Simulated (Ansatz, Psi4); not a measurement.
Input for Ansatz (an electronic-structure program):
Ansatz 0.2 input:
```yaml
crystal:
  periodic: [false, false, false]
  atoms:
    - {symbol: C, position_ang: [2.17446562, -1.12878097, 1.19435852]}
    - {symbol: Si, position_ang: [1.29762067, 0.34614813, 0.33938496]}
    - {symbol: C, position_ang: [2.32409758, 0.70124872, -1.24033135]}
    - {symbol: Si, position_ang: [-0.96432819, 0.02672987, -0.03935888]}
    - {symbol: C, position_ang: [-1.49035723, -1.42290633, -1.19033081]}
    - {symbol: C, position_ang: [-1.82797218, -0.26401376, 1.64094312]}
    - {symbol: C, position_ang: [-1.68500417, 1.62379841, -0.80344824]}
    - {symbol: H, position_ang: [1.65494284, -1.42099595, 2.10192749]}
    - {symbol: H, position_ang: [2.20108923, -1.99541943, 0.53639155]}
    - {symbol: H, position_ang: [3.19993055, -0.89293156, 1.46408418]}
    - {symbol: H, position_ang: [2.34762321, -0.17234055, -1.88916882]}
    - {symbol: H, position_ang: [1.89719080, 1.52168682, -1.80920501]}
    - {symbol: H, position_ang: [3.35261542, 0.96239990, -1.00817967]}
    - {symbol: H, position_ang: [-1.14184821, -2.37496139, -0.79866689]}
    - {symbol: H, position_ang: [-2.56974638, -1.49162789, -1.30457322]}
    - {symbol: H, position_ang: [-1.06354737, -1.30378371, -2.18274599]}
    - {symbol: H, position_ang: [-1.62496332, 0.54771622, 2.33208231]}
    - {symbol: H, position_ang: [-1.48593050, -1.18303910, 2.10650811]}
    - {symbol: H, position_ang: [-2.90573206, -0.33691061, 1.52875878]}
    - {symbol: H, position_ang: [-1.25315630, 1.82398386, -1.77900752]}
    - {symbol: H, position_ang: [-2.76124254, 1.55470751, -0.93134361]}
    - {symbol: H, position_ang: [-1.48469794, 2.48514726, -0.17437394]}
basis:
  gaussian:
    orbitals: STO-3G
hamiltonian:
  xc: b3lyp
magnetization: {spin_polarized: true, initial_magnetization: 1}
accuracy: high
```

### Question
Convert this to an input for Psi4.

### Answer
One answer among several that fit: 
```
memory 2 GB

molecule mol {
0 2
  C     2.174466   -1.128781    1.194359
  Si    1.297621    0.346148    0.339385
  C     2.324098    0.701249   -1.240331
  Si   -0.964328    0.026730   -0.039359
  C    -1.490357   -1.422906   -1.190331
  C    -1.827972   -0.264014    1.640943
  C    -1.685004    1.623798   -0.803448
  H     1.654943   -1.420996    2.101927
  H     2.201089   -1.995419    0.536392
  H     3.199931   -0.892932    1.464084
  H     2.347623   -0.172341   -1.889169
  H     1.897191    1.521687   -1.809205
  H     3.352615    0.962400   -1.008180
  H    -1.141848   -2.374961   -0.798667
  H    -2.569746   -1.491628   -1.304573
  H    -1.063547   -1.303784   -2.182746
  H    -1.624963    0.547716    2.332082
  H    -1.485931   -1.183039    2.106508
  H    -2.905732   -0.336911    1.528759
  H    -1.253156    1.823984   -1.779008
  H    -2.761243    1.554708   -0.931344
  H    -1.484698    2.485147   -0.174374
}

set basis sto-3g
set reference uks
set scf_type pk
set puream true
set d_convergence 1e-8
set dft_radial_points 99
set dft_spherical_points 590

energy('b3lyp')
print_variables()
```

Both were run: Ansatz gave -769.532031 Eh and Psi4 -769.532032 Eh, 0.001 mEh apart.
